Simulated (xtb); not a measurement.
Mg(Cl)(Me) (CH3ClMg), SMILES [CH3][Mg][Cl]. All values are semi-empirical tight-binding results from xtb (GFN2-xTB unless named), good for trends rather than for accurate numbers. Geometry: GFN2-xTB.

Optimised geometry:

```xyz
6

Mg     0.6635    -0.2841     0.0571
Cl    -0.5970     1.2096    -0.8398
C      0.2745    -1.8176     1.4291
H      0.2003    -2.7774     0.9250
H     -0.6867    -1.5827     1.8828
H      1.0267    -1.8881     2.2084
```

The geometry has at least one imaginary mode, so it is a saddle point at that level.

For metal compounds this method's bond lengths and energies can be far off.

- orbital gap: 2.73 eV

Computed atomic charges and the Wiberg bond orders between heavy atoms:
charges (e) Mg1 0.44, Cl2 -0.38, C3 -0.22, H4 0.05, H5 0.06, H6 0.05. Bond orders Mg1–Cl2 0.91, Mg1–C3 0.92.
